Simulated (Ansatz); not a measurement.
Relaxation of BClF2H2 (6 atoms, charge 0, multiplicity 1), to a largest force component of 0.03 eV/Å in at most 50 steps.

Theory: Ansatz, RKS PBE0/def2-SVP.

```xyz
6
Properties=species:S:1:pos:R:3
B -0.006 0.256 -0.026
H -0.005 0.365 1.167
F 1.122 0.263 -0.694
F -1.137 0.206 -0.687
Cl 0.087 -2.594 1.089
H 0.068 -1.419 1.712
```

Question: Where does it end, and by what steps?

Answer: The run converged. After 15 steps the energy has fallen by 0.108 eV; H6 moved furthest, 0.81 Å.

```
step  energy less start (eV)  largest force component (eV/Å)  accepted
   0                  0.0000                           1.149       yes
   1                 -0.0470                           0.626       yes
   2                 -0.0278                           1.004        no
   3                 -0.0644                           0.516       yes
   4                 -0.0761                           0.382       yes
   5                 -0.0858                           0.190       yes
   6                 -0.0924                           0.079       yes
   7                 -0.0954                           0.149       yes
   8                 -0.0957                           0.587       yes
   9                 -0.1038                           0.335       yes
  10                 -0.1049                           0.307       yes
  11                 -0.1068                           0.191       yes
  12                 -0.1076                           0.109       yes
  13                 -0.1077                           0.162       yes
  14                 -0.1081                           0.065       yes
  15                 -0.1082                           0.002       yes
```

```xyz
6
Properties=species:S:1:pos:R:3
B -0.011 0.399 -0.115
H -0.017 0.737 1.039
F 1.118 0.287 -0.778
F -1.135 0.221 -0.772
Cl 0.077 -2.503 0.989
H 0.097 -2.064 2.198
```

Whether the end is a true minimum wasn't checked by a vibrational analysis.

Time of the run: 16 s on 2 threads of AMD EPYC 7R43 64-Core Processor (Zen 3) (shared host), peak memory 0.15 GiB.
